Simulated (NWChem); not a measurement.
System: BO, doublet; SMILES [B]=O

Here is an NWChem input.

```
start job
memory heap 200 mb stack 900 mb global 1100 mb
geometry units angstroms noautosym nocenter noautoz
  B      0.000000     0.000000    -0.737635
  O      0.000000     0.000000     0.464187
end
basis spherical
  * library aug-cc-pvdz
end
dft
  odft
  mult 2
  xc xpbe96 cpbe96
  iterations 150
end
tddft
  cis
  nroots 6
end
task tddft energy
```

Excerpt of the output:

```
             Northwest Computational Chemistry Package (NWChem) 7.3.0
             --------------------------------------------------------

                             Geometry "geometry" -> ""
                             -------------------------

 Output coordinates in angstroms (scale by  1.889725989 to convert to a.u.)

  No.       Tag          Charge          X              Y              Z
 ---- ---------------- ---------- -------------- -------------- --------------
    1 B                    5.0000     0.00000000     0.00000000    -0.73763500
    2 O                    8.0000     0.00000000     0.00000000     0.46418700

 Effective nuclear repulsion energy (a.u.)      17.6124999875

  pbe96 is a nonlocal functional; adding pw91lda local functional.

                                 NWChem DFT Module
                                 -----------------

 Summary of "ao basis" -> "ao basis" (spherical)
 ------------------------------------------------------------------------------
       Tag                 Description            Shells   Functions and Types
 ---------------- ------------------------------  ------  ---------------------
 B                        aug-cc-pvdz                9       23   4s3p2d
 O                        aug-cc-pvdz                9       23   4s3p2d

            General Information
            -------------------
          SCF calculation type: DFT
          Wavefunction type:  spin polarized.
          No. of atoms     :     2
          No. of electrons :    13
           Alpha electrons :     7
            Beta electrons :     6
          Charge           :     0
          Spin multiplicity:     2
          Use of symmetry is: off; symmetry adaption is: off
          Maximum number of iterations: 150
          AO basis - number of functions:    46
                     number of shells:    18
          Convergence on energy requested:  1.00D-06
          Convergence on density requested:  1.00D-05
          Convergence on gradient requested:  5.00D-04

              XC Information
              --------------
          PerdewBurkeErnzerhof Exchange Functional  1.000
            Perdew 1991 LDA Correlation Functional  1.000 local
           PerdewBurkeErnz. Correlation Functional  1.000 non-local

             Grid Information
             ----------------
          Grid used for XC integration:  medium
          Radial quadrature: Mura-Knowles
          Angular quadrature: Lebedev.
          Tag              B.-S. Rad. Rad. Pts. Rad. Cut. Ang. Pts.
          ---              ---------- --------- --------- ---------
          B                   0.85       49          11.0       434
          O                   0.60       49          10.0       434
          Grid pruning is: on
          Number of quadrature shells:    98
          Spatial weights used:  Erf1

      Superposition of Atomic Density Guess
      -------------------------------------

 Sum of atomic energies:         -99.29994745

      Non-variational initial energy
      ------------------------------

 Total energy =     -99.557363
 1-e energy   =    -169.746647
 2-e energy   =      52.576784
 HOMO         =      -0.276756
 LUMO         =       0.039001

   convergence    iter        energy       DeltaE   RMS-Dens  Diis-err
 ---------------- ----- ----------------- --------- --------- ---------
 d= 0,ls=0.0,diis     1    -99.7782266976 -1.17D+02  2.64D-02  2.54D-01
                                                     2.61D-02  2.12D-01
 d= 0,ls=0.0,diis     2    -97.3875032070  2.39D+00  1.82D-02  4.84D+00
                                                     2.49D-02  4.43D+00
 d= 0,ls=0.0,diis     3    -99.9188851715 -2.53D+00  1.64D-03  5.01D-03
                                                     1.01D-03  2.89D-03
 d= 0,ls=0.0,diis     4    -99.9206707128 -1.79D-03  5.06D-04  7.31D-04
                                                     3.54D-04  6.04D-04
 d= 0,ls=0.0,diis     5    -99.9210282077 -3.57D-04  8.46D-05  1.58D-05
                                                     1.17D-04  8.48D-06
  Resetting Diis
 d= 0,ls=0.0,diis     6    -99.9210441744 -1.60D-05  6.05D-05  2.79D-06
                                                     3.91D-05  1.71D-07
 d= 0,ls=0.0,diis     7    -99.9210471062 -2.93D-06  7.60D-06  6.07D-08
                                                     9.91D-06  6.08D-08
 d= 0,ls=0.0,diis     8    -99.9210472130 -1.07D-07  5.07D-06  1.47D-08
                                                     2.22D-06  9.75D-09

         Total DFT energy =      -99.921047212953
      One electron energy =     -171.061377093578
           Coulomb energy =       65.992503807340
    Exchange-Corr. energy =      -12.464673914224
 Nuclear repulsion energy =       17.612499987509

 Numeric. integr. density =       12.999999681920

                    DFT Final Alpha Molecular Orbital Analysis
                    ------------------------------------------

 Vector    5  Occ=1.000000D+00  E=-3.399932D-01
              MO Center= -6.1D-09,  2.0D-09,  1.5D-01, r^2= 9.5D-01
   Bfn.  Coefficient  Atom+Function         Bfn.  Coefficient  Atom+Function
  ----- ------------  ---------------      ----- ------------  ---------------
    28      0.389193  2 O  px                29     -0.389194  2 O  py
     5      0.248106  1 B  px                 6     -0.248107  1 B  py
    31      0.221060  2 O  px                32     -0.221061  2 O  py
     8      0.063820  1 B  px                 9     -0.063820  1 B  py
    34      0.043631  2 O  px                35     -0.043632  2 O  py

 Vector    6  Occ=1.000000D+00  E=-3.399932D-01
              MO Center= -6.0D-08, -5.8D-08,  1.5D-01, r^2= 9.5D-01
   Bfn.  Coefficient  Atom+Function         Bfn.  Coefficient  Atom+Function
  ----- ------------  ---------------      ----- ------------  ---------------
    28      0.389194  2 O  px                29      0.389193  2 O  py
     5      0.248107  1 B  px                 6      0.248106  1 B  py
    31      0.221061  2 O  px                32      0.221061  2 O  py
     8      0.063820  1 B  px                 9      0.063820  1 B  py
    34      0.043631  2 O  px                35      0.043631  2 O  py

 Vector    7  Occ=1.000000D+00  E=-3.075454D-01
              MO Center=  3.3D-08,  2.7D-08, -9.9D-01, r^2= 1.4D+00
   Bfn.  Coefficient  Atom+Function         Bfn.  Coefficient  Atom+Function
  ----- ------------  ---------------      ----- ------------  ---------------
     7      0.538530  1 B  pz                 3     -0.380648  1 B  s
    30     -0.297165  2 O  pz                 2     -0.254257  1 B  s
    10      0.171795  1 B  pz                26     -0.120760  2 O  s
    27     -0.100593  2 O  s                 33     -0.071831  2 O  pz
     4     -0.025854  1 B  s

 Vector    8  Occ=0.000000D+00  E=-5.805913D-02
              MO Center=  1.2D-08,  1.3D-08, -7.7D-01, r^2= 2.8D+00
   Bfn.  Coefficient  Atom+Function         Bfn.  Coefficient  Atom+Function
  ----- ------------  ---------------      ----- ------------  ---------------
     8      0.381574  1 B  px                 9     -0.381530  1 B  py
     5      0.365268  1 B  px                 6     -0.365226  1 B  py
    28     -0.261212  2 O  px                29      0.261182  2 O  py
    31     -0.195356  2 O  px                32      0.195333  2 O  py
    11      0.156258  1 B  px                12     -0.156240  1 B  py

[...]

                                NWChem TDDFT Module
                                -------------------

            General Information
            -------------------
           No. of orbitals :      92
            Alpha orbitals :      46
             Beta orbitals :      46
        Alpha frozen cores :       0
         Beta frozen cores :       0
     Alpha frozen virtuals :       0
      Beta frozen virtuals :       0
         Spin multiplicity :       2
    Number of AO functions :      46
        Use of symmetry is : off
      Symmetry adaption is : off
         Schwarz screening :  0.10D-07

              XC Information
              --------------
   PerdewBurkeErnzerhof Exchange Functional   1.00
     Perdew 1991 LDA Correlation Functional   1.00 local
    PerdewBurkeErnz. Correlation Functional   1.00 non-local

             TDDFT Information
             -----------------
          Calculation type : Tamm-Dancoff TDDFT
         Wavefunction type : Unrestricted
          No. of electrons :      13
           Alpha electrons :       7
            Beta electrons :       6
              No. of roots :       6
          Max subspacesize :    5200
            Max iterations :     100
               Target root :       1
           Target symmetry : none
      Symmetry restriction : off
                 Algorithm : Optimal
        Davidson threshold :  0.10D-03

    6 smallest eigenvalue differences (eV)
--------------------------------------------------------
  No. Spin  Occ  Vir  Irrep   E(Occ)    E(Vir)   E(Diff)
--------------------------------------------------------
    1    2    6    7 a        -0.337    -0.202     3.674
    2    2    5    7 a        -0.337    -0.202     3.674
    3    2    4    7 a        -0.389    -0.202     5.103
    4    1    7    8 a        -0.308    -0.058     6.789
    5    1    7    9 a        -0.308    -0.058     6.789
    6    1    6    8 a        -0.340    -0.058     7.672
--------------------------------------------------------

  Entering Davidson iterations
  Unrestricted

  Iter   NTrls   NConv    DeltaV     DeltaE      Time
  ----  ------  ------  ---------  ---------  ---------
    1      6       0     0.15E+00   0.10+100        1.5
    2     12       0     0.25E-01   0.20E-01        1.6
    3     18       0     0.11E-01   0.23E-02        1.6
    4     24       4     0.19E-02   0.12E-03        1.3
    5     26       4     0.52E-01   0.27E-02        0.7
    6     28       5     0.69E-02   0.31E-02        0.9
    7     29       5     0.57E-03   0.40E-04        1.0
    8     30       6     0.67E-04   0.26E-06        1.0
  ----  ------  ------  ---------  ---------  ---------
  Convergence criterion met

  Ground state a         -99.921047212953 a.u.
  <S2> =   0.7595

  ----------------------------------------------------------------------------
  Root   1         a              0.128927016 a.u.                3.5083 eV
  <S2> =   0.7822
  ----------------------------------------------------------------------------
     Transition Moments    X -0.19777   Y -0.19777   Z -0.00000
     Dipole Oscillator Strength                    0.0067235849
     Electric Quadrupole                           0.0000000006
     Magnetic Dipole                               0.0000000775
     Total Oscillator Strength                     0.0067236631

     Occ.    4 alpha a   ---  Virt.    9 alpha a        0.05764
     Occ.    7 alpha a   ---  Virt.    9 alpha a        0.10761
     Occ.    6 beta  a   ---  Virt.    7 beta  a       -0.99123
  ----------------------------------------------------------------------------
  Root   2         a              0.128927024 a.u.                3.5083 eV
  <S2> =   0.7822
  ----------------------------------------------------------------------------
     Transition Moments    X  0.19777   Y -0.19777   Z  0.00000
     Dipole Oscillator Strength                    0.0067235862
     Electric Quadrupole                           0.0000000006
     Magnetic Dipole                               0.0000000775
     Total Oscillator Strength                     0.0067236644

     Occ.    4 alpha a   ---  Virt.    8 alpha a       -0.05764
     Occ.    7 alpha a   ---  Virt.    8 alpha a       -0.10761
     Occ.    5 beta  a   ---  Virt.    7 beta  a        0.99123
  ----------------------------------------------------------------------------
  Root   3         a              0.186800804 a.u.                5.0831 eV
  <S2> =   0.8580
  ----------------------------------------------------------------------------
     Transition Moments    X -0.00000   Y -0.00000   Z  0.31848
     Dipole Oscillator Strength                    0.0126312921
     Electric Quadrupole                           0.0000000003
     Magnetic Dipole                               0.0000000000
     Total Oscillator Strength                     0.0126312924

     Occ.    5 alpha a   ---  Virt.    8 alpha a       -0.18107
     Occ.    6 alpha a   ---  Virt.    9 alpha a       -0.18107
     Occ.    4 beta  a   ---  Virt.    7 beta  a        0.96410
  ----------------------------------------------------------------------------
  Root   4         a              0.257831655 a.u.                7.0160 eV
  <S2> =   0.7711
  ----------------------------------------------------------------------------
     Transition Moments    X  0.47250   Y -0.47245   Z -0.00000
     Dipole Oscillator Strength                    0.0767418700
     Electric Quadrupole                           0.0000004196
     Magnetic Dipole                               0.0000023079
     Total Oscillator Strength                     0.0767445975

     Occ.    4 alpha a   ---  Virt.    8 alpha a       -0.08754
     Occ.    7 alpha a   ---  Virt.    8 alpha a        0.98546
     Occ.    4 beta  a   ---  Virt.    8 beta  a       -0.05516
     Occ.    5 beta  a   ---  Virt.    7 beta  a        0.10034
  ----------------------------------------------------------------------------
  Root   5         a              0.257831658 a.u.                7.0160 eV
  <S2> =   0.7711
  ----------------------------------------------------------------------------
     Transition Moments    X -0.47245   Y -0.47250   Z -0.00000
     Dipole Oscillator Strength                    0.0767418793
     Electric Quadrupole                           0.0000004196
     Magnetic Dipole                               0.0000023079
     Total Oscillator Strength                     0.0767446068

     Occ.    4 alpha a   ---  Virt.    9 alpha a        0.08754
     Occ.    7 alpha a   ---  Virt.    9 alpha a       -0.98546
     Occ.    4 beta  a   ---  Virt.    9 beta  a        0.05516
     Occ.    6 beta  a   ---  Virt.    7 beta  a       -0.10034
  ----------------------------------------------------------------------------
  Root   6         a              0.259545377 a.u.                7.0626 eV
  <S2> =   2.6551
  ----------------------------------------------------------------------------
     Transition Moments    X -0.00000   Y -0.00000   Z -0.20415
     Dipole Oscillator Strength                    0.0072114428
     Electric Quadrupole                           0.0000000000
     Magnetic Dipole                               0.0000000000
     Total Oscillator Strength                     0.0072114429

     Occ.    5 alpha a   ---  Virt.    8 alpha a       -0.48863
     Occ.    6 alpha a   ---  Virt.    9 alpha a       -0.48863
     Occ.    4 beta  a   ---  Virt.    7 beta  a       -0.19932
     Occ.    5 beta  a   ---  Virt.    8 beta  a        0.47373
     Occ.    5 beta  a   ---  Virt.   12 beta  a       -0.10139
     Occ.    6 beta  a   ---  Virt.    9 beta  a        0.47373
     Occ.    6 beta  a   ---  Virt.   13 beta  a       -0.10139

              Target root =      1
          Target symmetry = none
      Ground state energy =    -99.921047212953
        Excitation energy =      0.128927016251
     Excited state energy =    -99.792120196701

  stored tddft:energy   -99.792120196701447
```

Level: PBE/aug-cc-pVDZ, spin-unrestricted, TDA. All runs use the structure optimised with PBE0/def2-SVP, spin-unrestricted. No stability test was run on the SCF state.
